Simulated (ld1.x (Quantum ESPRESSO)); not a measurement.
## Transferability test, TM potential for silver (Ag)

```json
{"Element": "Ag (Z = 47)", "Generator": "ld1.x (Quantum ESPRESSO) 7.5", "Type": "norm-conserving Troullier–Martins (Kleinman–Bylander form)", "Functional": "PBEsol", "Relativity": "fully relativistic", "Frozen core": "[Kr]", "Valence charge": "11", "Reference configuration": "4d9 5s2 5p0", "Partial waves": "5s (bound): rc 2.15 bohr; 5p (bound, empty): rc 3.35 bohr; 4d (bound): rc 1.80 bohr", "Local potential": "all-electron potential smoothed inside 3.25 bohr (lloc = -1)", "Core correction": "a·sin(br)/r model core, default radius (core density twice the valence density)"}
```

Open shells are filled in proportion to 2j + 1 (rel_dist='average').

Energies are relative to the spin-unpolarised reference configuration 4d9 5s2 5p0; without spin polarisation the order of configurations can differ from experiment.

Give the all-electron excitation energy and the error of the potential for: 4d10 5s1 5p0; 4d10 5s0 5p0; 4d9 5s0 5p0; 4d8 5s0 5p0; 4d10 5s0.5 5p0; 4d10 5s0 5p1; 4d9 5s1 5p1.

```tsv
valence configuration	charge	ΔE all-electron (eV)	error AE − PS (meV)
4d10 5s1 5p0	0	-4.052	-155
4d10 5s0 5p0	+1	3.695	-220
4d9 5s0 5p0	+2	25.810	-46
4d8 5s0 5p0	+3	61.990	-248
4d10 5s0.5 5p0	+0.5	-1.031	-183
4d10 5s0 5p1	0	-0.126	-177
4d9 5s1 5p1	0	4.551	-1.1
```
